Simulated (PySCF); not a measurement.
**Pm(2+) (promethium, charge +2) across methods**

[Xe] 4f4 6s1, one real determinant (an excited configuration). All numbers are calculated (PySCF 2.14, scalar relativity by spin-free X2C-1e, in ANO-RCC-VTZP).

| method | E (hartree) | mean ε 5p β (eV) | mean ε 4f α (eV) | mean ε 6s α (eV) | Σ⟨r²⟩ (bohr²) | ⟨S²⟩ |
| --- | --- | --- | --- | --- | --- | --- |
| UHF | -10015.09070 | -46.308 | -36.234 | -17.672 | 53.19 | 8.753 |
| PBE0 | -10018.43 | -42.199 | -28.222 | -16.489 | 52.54 | 8.751 |
| r2SCAN | -10018.78 | -41.002 | -26.039 | -16.026 | 52.62 | 8.752 |
| PBE | -10018.45 | -40.367 | -25.315 | -15.952 | 52.46 | 8.751 |
| LDA | -10010.85 | -40.614 | -25.374 | -16.222 | 52.39 | 8.751 |

⟨L²⟩ = 34.03 against 42 for a pure I term, so this real determinant mixes terms. Spin-orbit coupling, absent here, splits the open shell strongly.
